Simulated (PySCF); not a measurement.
# Calculated NMR parameters of CC(C)(C)B1OCCO1

```
Formula                               : C6H13BO2
SMILES                                : CC(C)(C)B1OCCO1
Point group of the computed structure : C1
Carbon signals                        : 3
Proton signals                        : 2
```

Atom-mapped SMILES (the numbers label the heavy atoms): `[CH3:1][C:2]([CH3:3])([CH3:4])[B:5]1[O:6][CH2:7][CH2:8][O:9]1` (H(Xn): hydrogen on atom n).

[PySCF: PBE0-D3(BJ)/def2-SVP geometry; NMR shieldings at B3LYP/pcSseg-1/GIAO; isolated molecule; non-relativistic Hamiltonian; one averaged value for each set of equivalent atoms; a single conformation]

Referencing at the same level of theory: TMS for 1H and 13C; 11B vs BF3·OEt2; 17O against H2O.

| carbon | δC, type | δH (multiplicity) | HMBC from (2–3 bonds) | span of the C tensor (ppm) |
| --- | --- | --- | --- | --- |
| C1/C3/C4 | 28.8, CH3 | 0.96 (s) | H(C1)/H(C3)/H(C4) | 45 |
| C2 | 17.8, C | – | H(C1)/H(C3)/H(C4) | 13 |
| C7/C8 | 69.6, CH2 | 4.12 (s) | H(C7)/H(C8) | 87 |

Other nuclei:
| atoms | nucleus | environment | δ (ppm) | σ (ppm) |
| --- | --- | --- | --- | --- |
| B5 | 11B | boron bonded to C, 2 O, in a 5-membered ring | 35.5 | 62.4 |
| O6/O9 | 17O | oxygen bonded to C, B, in a 5-membered ring | 129.7 | 204.3 |

1. δC 69.6: sp3 CH2 bonded to O; deshielded by the electronegative neighbour.
2. δC 28.8: methyl carbon; a saturated carbon with 1 carbon neighbour and no heteroatom attached.
3. δC 17.8: fully substituted sp3 carbon bonded to B.
4. δH 4.12: hydrogen on an sp3 CH2 bonded to O; its carbon carries O, hence the downfield position.
5. δH 0.96: hydrogen on a methyl carbon.

A carbon bonded to boron is broadened by the quadrupolar boron nucleus and is often missing from a measured spectrum. Shifts are as computed. Against solution values, carbons near 30 ppm lie about +2 ppm off and those near 130 ppm about +6 ppm. Of 1211 compounds with measured shifts, 218 miss one by over three times the rms of a fit or turn the order of signals round; such compounds aren't used in these exercises. Experimental scales use liquid or dissolved standards, which lie at an offset from isolated H2O (liquid H2O: subtract about 36 ppm). Multiplicities follow the n + 1 count of equivalent neighbours, as no J values were calculated; m marks all less simple cases, F and P coupling included.
